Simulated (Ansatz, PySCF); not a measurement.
Process, species as SMILES: COB(C)OC [dimethoxy(methyl)borane] + 5 [H][H] (H2) → B (BH3) + 3 C (CH4) + 2 O (H2O)
Structures are relaxed separately at B3LYP-D3(BJ)/def2-TZVP in Ansatz (a program for electronic structure), one conformer each, not searched for the lowest. Frequencies are from Ansatz or PySCF.
Geometry of the first species:
```
B
O 1 1.3645
O 1 1.3664 2 113.30
C 3 1.4152 1 122.52 2 -180.00
H 4 1.0890 3 107.59 1 -180.00
H 4 1.0936 5 108.68 3 120.98
H 4 1.0936 5 108.68 6 118.04
C 2 1.4156 1 123.36 3 180.00
H 8 1.0891 2 107.46 1 180.00
H 8 1.0932 9 108.64 2 120.89
H 8 1.0932 9 108.64 10 118.22
C 1 1.5800 2 124.52 8 0.00
H 12 1.0891 1 114.11 2 0.00
H 12 1.0942 13 107.54 1 -123.19
H 12 1.0942 13 107.54 14 -113.63
```
Charge 0, spin multiplicity 1.

Quantity: energy of full hydrogenation (0 K, with B3LYP-D3(BJ) harmonic zero-point energies), in kJ/mol. Correlated levels leave the core frozen unless marked. No spin-orbit coupling. No relativistic terms. CBS marks a two-point X^-3 extrapolation of the correlation energy; Hartree-Fock from the larger set. The bracket is a focal-point correction in the basis named.

```json
[
 {"level": "BHLYP-D4/def2-TZVPD", "program": "Ansatz + dftd4", "energy of full hydrogenation (kJ/mol)": "34.3"},
 {"level": "TPSSh/def2-TZVPD", "program": "PySCF", "energy of full hydrogenation (kJ/mol)": "60.9"}
]
```

Q: What does RI-MP2/CBS(cc-pVTZ,cc-pVQZ)+[CCSD(T)-MP2]/cc-pVTZ (Ansatz) give?

A: 36.6 kJ/mol
